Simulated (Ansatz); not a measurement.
# Ligand exchange: GaH2F + ZnH(NH2) → GaH2(NH2) + ZnHF

Species: GaH2F `[F][GaH2]`, singlet; ZnH(NH2), singlet; GaH2(NH2), singlet; ZnHF `[F][ZnH]`, singlet. The partners trade F for NH2: Ga–F and Zn–NH2 bonds give way to Ga–NH2 and Zn–F.

Shapes, held fixed at every level: PBE0-D4/def2-TZVP. Programs: Ansatz 0.2.0. The zero-point and thermal change to 298 K, harmonic and unscaled (PBE0-D4/def2-TZVP), is +3.0 kJ/mol.

Estimate ΔH(298 K) of this reaction.

wB97X-V/def2-TZVPP gives ΔH(298 K) = -18.7 kJ/mol; the levels span -24.2 to -18.7. The median of the levels is -19.3. No measured value is set beside it here. Relativity is left out for Ga, Zn unless named. Times are processor times on shared x86 and Arm servers, and rough.

```csv
level,kind,ΔH(298 K) (kJ/mol),CPU time (sum over the molecules)
HF/def2-SVP,Hartree–Fock,-24.2,–
PBE-D4/def2-TZVPP,GGA,-18.7,10 s
r2SCAN-D4/def2-TZVPP,meta-GGA,-19.0,18 s
B3LYP-D4/def2-TZVPP,global hybrid,-19.3,15 s
BHLYP-D4/def2-TZVPP,global hybrid,-20.3,15 s
r2SCAN0-D4/def2-TZVPP,global hybrid,-19.3,19 s
wB97X-V/def2-TZVPP,range-separated hybrid,-18.7,24 s
```
